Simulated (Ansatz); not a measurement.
Reaction (formal exchange of groups at the Se–B bond): `B[Se]CC` + `CNC(C)O` → `CC[Se]C` + `BNC(C)O`

Program: Ansatz. Geometries: PBE0-D4/def2-TZVP. ΔE: electronic, gas phase. CBS: MP2 limit from def2 TZ/QZ plus the TZ coupled-cluster correction, frozen cores. Functionals use def2-TZVPP. B3LYP here is the variant with VWN-RPA as its local correlation; programs differ in this. For Se outer-core shells are correlated without core-valence functions, which leaves a few kJ/mol of doubt a bond. Scalar relativity is left out up to krypton. One conformer a species, not always the lowest.

| level | ΔE (eV) |
| --- | --- |
| PBE-D4 | -0.85 |
| B3LYP-D4 | -0.93 |
| ωB97X-V | -0.90 |
| SCS-MP2/def2-QZVPP | -0.93 |

Q: What does CCSD(T)/CBS give? (Estimate.)

A: The calculation gave: -0.87 eV. The listed levels differ from it by 0.02, -0.06, -0.03, -0.06 eV.

Largest T1 diagnostic among the species: 0.012.

In def2-TZVPP, CCSD(T) changes the Hartree–Fock value by +0.08 eV (the triples alone add +0.02 eV) and MP2 by +0.04 eV.
